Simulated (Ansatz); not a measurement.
`F[Si]O[SiH3]` + H₂O → `O[Si]O[SiH3]` + H–F at 500 K and 1 bar (formal hydrolysis of the Si–F bond).

Program: Ansatz. Geometries: PBE0-D4/def2-TZVP. ΔE: electronic, gas phase. CCSD(T)/CBS is the MP2 limit (def2-TZVPP, def2-QZVPP) plus CCSD(T) − MP2 in def2-TZVPP, frozen cores. This one scheme is used for every species. One conformer a species, not always the lowest.

```csv
species,CCSD(T)/CBS energy (Eh),H − E (kJ/mol),S (J/(mol·K))
`F[Si]O[SiH3]`,-755.04483,122.9,392.2
H₂O,-76.37941,73.2,206.3
`O[Si]O[SiH3]`,-731.01400,156.5,393.6
H–F,-100.39570,39.4,188.7
```

H − E and S are ideal-gas, rigid-rotor, harmonic terms from PBE0-D4/def2-TZVP, for one conformer and one mirror image of each species. 1 Eh = 2625.50 kJ/mol, R = 8.31446 J/(mol·K).

Task: By hand: ΔE, ΔH, ΔS and ΔG.

Result: ΔE = (-731.01400) + (-100.39570) − (-755.04483) − (-76.37941) = 0.01454 Eh = 38.2 kJ/mol. Δ(H − E) = 156.5 + 39.4 − 122.9 − 73.2 = -0.2, so ΔH = 38.0 kJ/mol. ΔS = 393.6 + 188.7 − 392.2 − 206.3 = -16.2 J/(mol·K). ΔG = 38.0 − 500 × (-16.2)/1000 = 46.1 kJ/mol.

Task: By hand: the equilibrium constant, and the temperature at which ΔG would vanish if ΔH and ΔS stayed fixed.

Result: log₁₀ K = −ΔG/(RT ln 10) = -4.8. ΔH and −TΔS have one sign here, so there is no such temperature.

ΔH outweighs TΔS. A doubt of 5 kJ/mol in ΔE shifts log₁₀ K by 0.5 here. Other conformers and mirror images would add mixing entropy, several J/(mol·K) or more a flexible species. Modes under 60 cm⁻¹, often nearly free rotors, make the harmonic entropy too high. These are equilibria of isolated gas molecules and say nothing of rates. Largest T1 diagnostic: 0.014 (customary marks: 0.02 for closed shells, 0.045 for open ones).
